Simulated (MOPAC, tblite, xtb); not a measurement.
Dimer HF ··· H3B (SMILES F and B) at R = 3.67 Å between the centres of mass, closest contact 2.89 Å (a random orientation, not optimised). Geometry in Å and degrees:

```
B
H 1 1.1893
H 1 1.1893 2 120.00
H 1 1.1893 2 120.00 3 179.76
H 4 2.8948 1 78.32 2 75.07
F 5 0.9245 4 130.20 1 146.46
```

- GFN2-xTB (tblite)
- PM3, restricted, heats of formation (MOPAC)
- PM7, restricted, heats of formation (MOPAC)
- GFN1-xTB (xtb)

Question: What interaction energy does each level give?

Answer: 
```tsv
method	E_int / kcal/mol
GFN2-xTB	-0.92
GFN1-xTB	-0.19
PM3	0.08
PM7	0.63
```
